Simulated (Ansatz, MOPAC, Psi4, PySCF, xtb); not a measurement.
Complex: aminoborane (SMILES BN) (first 6 atoms) with HF (SMILES F); geometry from B3LYP-D3(BJ)/def2-TZVP, rigid monomers moved along the line of their centres of mass till N2···H8 is 2.68 Å.
(charge 0, multiplicity 1):
```xyz
8

B      0.906    -0.126     0.061
N     -0.143     0.579     0.665
H      0.663    -0.824    -0.871
H      1.999    -0.026     0.521
H      0.012     1.277     1.378
H     -1.065     0.633     0.257
F     -1.320    -1.774     3.145
H     -0.980    -1.196     2.487
```

Counterpoise-corrected where a basis set is named; no monomer relaxation. Rows marked so take none.

Correlated levels freeze the cores. CBS(a, b) extrapolates the correlation energy as X⁻³ and adds the Hartree–Fock energy of set b. Rows in 6-31G* carry no dispersion term and start afresh at each structure (6-31G* with six Cartesian d functions). The state reached by PM7 isn't checked; PM7 holds dispersion and hydrogen-bond terms.

Run with Ansatz (a program for electronic structure); MOPAC for PM7 (differences of heats of formation); Psi4 for SAPT; PySCF for 6-31G* rows; xtb for the GFN methods. Each number belongs to the level named beside it.

```json
[
 {"level": "PM7", "interaction energy (kJ/mol)": "-4.0"},
 {"level": "GFN1-xTB", "interaction energy (kJ/mol)": "-8.6"},
 {"level": "HF/6-31G* (no counterpoise)", "interaction energy (kJ/mol)": "-14.4"},
 {"level": "B3LYP/6-31G* (no counterpoise)", "interaction energy (kJ/mol)": "-14.7"},
 {"level": "PBE0/def2-TZVPPD", "interaction energy (kJ/mol)": "-11.4"},
 {"level": "SCS-MP2/aug-cc-pVTZ", "interaction energy (kJ/mol)": "-10.9"},
 {"level": "CCSD/aug-cc-pVDZ", "interaction energy (kJ/mol)": "-10.9"},
 {"level": "MP2/CBS(aug-cc-pVDZ, aug-cc-pVTZ) + ΔCCSD(T)/aug-cc-pVDZ", "interaction energy (kJ/mol)": "-11.7"},
 {"level": "SAPT0/jun-cc-pV(D+d)Z", "interaction energy (kJ/mol)": "[?]"}
]
```

Complete the blanks.


- SAPT0/jun-cc-pV(D+d)Z, interaction energy (kJ/mol): -12.6
